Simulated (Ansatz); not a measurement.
Geometry optimisation of Re₇.

```yaml
crystal:
  periodic: [false, false, false]
  atoms:
    - {symbol: Re, position_ang: [0.328920, -2.307750, 0.626360]}
    - {symbol: Re, position_ang: [1.095100, 1.545130, 1.498070]}
    - {symbol: Re, position_ang: [-0.758840, -0.088880, 1.058430]}
    - {symbol: Re, position_ang: [-2.009190, 0.622630, -0.986150]}
    - {symbol: Re, position_ang: [0.160360, 1.772270, -0.728530]}
    - {symbol: Re, position_ang: [1.622690, -0.308210, -0.059330]}
    - {symbol: Re, position_ang: [-0.439040, -1.235190, -1.408850]}
basis:
  gaussian: {orbitals: def2-SVP}
magnetization: {spin_polarized: true, initial_magnetization: 1}
hamiltonian: {xc: {name: B3LYP}, dispersion: d4}
scf: {lower_state_search: "off"}
output: {orbitals: {seedname: orbitals}}
relax: {f_tol: 0.02, max_steps: 100}
```

```sh
$ ansatz run in.yaml --threads 4 --pin off --events-out ev --progress --plain --max-ram 4787MiB
```

It prints (some lines left out):

```
Functional definition: B3LYP
mean field -14911.75067335 eV, -547.9967296981 hartree, gradient 3.9e-6 eV, S^2 3.383180; 0 other end points of the search recorded, 0 dependent functions left out
relax step   1: F+E_penalty+E_count = -14913.38498144 eV  Δ(F+E_penalty+E_count) = +0.000e0 eV  max|allowed force component| = 1.617e0 eV/Å  Δτ_max = 0.0000 Å  (215 SCF iters, accepted)
mean field -14911.90256516 eV, -548.0023116191 hartree, gradient 2.9e-6 eV, S^2 3.212739; 0 other end points of the search recorded, 0 dependent functions left out
relax step   2: F+E_penalty+E_count = -14913.55391640 eV  Δ(F+E_penalty+E_count) = -1.689e-1 eV  max|allowed force component| = 2.243e0 eV/Å  Δτ_max = 0.1989 Å  (92 SCF iters, accepted)
mean field -14912.08227847 eV, -548.0089159613 hartree, gradient 2.6e-6 eV, S^2 3.409998; 0 other end points of the search recorded, 0 dependent functions left out
relax step   3: F+E_penalty+E_count = -14913.72894189 eV  Δ(F+E_penalty+E_count) = -1.750e-1 eV  max|allowed force component| = 5.017e-1 eV/Å  Δτ_max = 0.0508 Å  (80 SCF iters, accepted)
mean field -14912.42115459 eV, -548.0213694292 hartree, gradient 2.9e-6 eV, S^2 2.957247; 0 other end points of the search recorded, 0 dependent functions left out
relax step   4: F+E_penalty+E_count = -14914.21087832 eV  Δ(F+E_penalty+E_count) = -4.819e-1 eV  max|allowed force component| = 7.073e-1 eV/Å  Δτ_max = 0.1998 Å  (94 SCF iters, accepted)
mean field -14912.38178671 eV, -548.0199226862 hartree, gradient 5.7e-6 eV, S^2 2.735305; 0 other end points of the search recorded, 0 dependent functions left out
relax step   5: F+E_penalty+E_count = -14914.17593116 eV  Δ(F+E_penalty+E_count) = +3.495e-2 eV  max|allowed force component| = 1.176e0 eV/Å  Δτ_max = 0.1955 Å  (91 SCF iters, rejected (line search))
mean field -14912.51365672 eV, -548.0247688196 hartree, gradient 2.7e-6 eV, S^2 2.722731; 0 other end points of the search recorded, 0 dependent functions left out
relax step   6: F+E_penalty+E_count = -14914.30535808 eV  Δ(F+E_penalty+E_count) = -9.448e-2 eV  max|allowed force component| = 2.940e-1 eV/Å  Δτ_max = 0.0962 Å  (81 SCF iters, accepted)
mean field -14912.64604375 eV, -548.0296339534 hartree, gradient 9.2e-6 eV, S^2 2.867397; 0 other end points of the search recorded, 0 dependent functions left out
relax step   7: F+E_penalty+E_count = -14914.44128092 eV  Δ(F+E_penalty+E_count) = -1.359e-1 eV  max|allowed force component| = 7.628e-1 eV/Å  Δτ_max = 0.1000 Å  (131 SCF iters, accepted)
mean field -14912.61049445 eV, -548.0283275405 hartree, gradient 6.9e-6 eV, S^2 3.072305; 0 other end points of the search recorded, 0 dependent functions left out
relax step   8: F+E_penalty+E_count = -14914.41003980 eV  Δ(F+E_penalty+E_count) = +3.124e-2 eV  max|allowed force component| = 1.355e0 eV/Å  Δτ_max = 0.1483 Å  (96 SCF iters, rejected (line search))
mean field -14912.76182710 eV, -548.0338889127 hartree, gradient 2.9e-6 eV, S^2 2.834078; 0 other end points of the search recorded, 0 dependent functions left out
relax step   9: F+E_penalty+E_count = -14914.56118695 eV  Δ(F+E_penalty+E_count) = -1.199e-1 eV  max|allowed force component| = 8.299e-1 eV/Å  Δτ_max = 0.0719 Å  (95 SCF iters, accepted)
mean field -14912.90252192 eV, -548.0390593521 hartree, gradient 3.2e-6 eV, S^2 2.857029; 0 other end points of the search recorded, 0 dependent functions left out
relax step  10: F+E_penalty+E_count = -14914.70752537 eV  Δ(F+E_penalty+E_count) = -1.463e-1 eV  max|allowed force component| = 5.973e-1 eV/Å  Δτ_max = 0.0744 Å  (80 SCF iters, accepted)
mean field -14913.03065225 eV, -548.0437680551 hartree, gradient 3.2e-6 eV, S^2 3.013399; 0 other end points of the search recorded, 0 dependent functions left out
relax step  11: F+E_penalty+E_count = -14914.83645754 eV  Δ(F+E_penalty+E_count) = -1.289e-1 eV  max|allowed force component| = 6.783e-1 eV/Å  Δτ_max = 0.1096 Å  (124 SCF iters, accepted)
Error: SIGTERM received: run cancelled behind 200 evaluations of the mean field
```

It took 12 min on 4 threads of Intel Xeon Platinum 8259CL on a shared host, peak host memory 1.3 GiB.

In the def2 sets Re takes a core potential; there is no spin–orbit coupling. The relaxation made no stability test and no search for a lower SCF solution. No other spin state of charge 0 was run. The structure comes from a short search, and lower isomers may exist.
